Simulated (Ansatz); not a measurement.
A structure relaxed at PBE-D4/def2-TZVP in Ansatz, charge 0, singlet:

```xyz
3

Ge    0.065   -0.960    0.479
I     1.776    0.969    0.495
I    -1.842   -0.009   -0.973
```

Problem. Give its formula, name or SMILES and point group.

Solution. GeI₂. Point group C2v (tolerance 0.1 Å).

Problem. Summarise the bond lengths by kind (pairs closer than 1.2 times the sum of covalent radii, bridged metal pairs left out).

Solution. 2 × Ge–I 2.58 Å.

In the def2 sets I takes a core potential; there is no spin–orbit coupling.
